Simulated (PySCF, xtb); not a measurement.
CH5AlO2S, SMILES C[O][Al]([OH])[SH].

GFN2-xTB (xtb) at its own geometry gives an orbital gap of 3.49 eV and a dipole moment of 2.90 D.

Coordinates come from a r2SCAN-D4/def2-SVP optimisation. The structure was generated by enumeration; whether it is a known compound was not checked. The values are those of a single conformer.

Problem. What does CAM-B3LYP/def2-TZVP (PySCF) give? (Estimate from the structure and the level; the computed values follow.)

Solution. gap 9.39 eV (levels -8.92 and 0.47 eV), dipole 1.47 D.
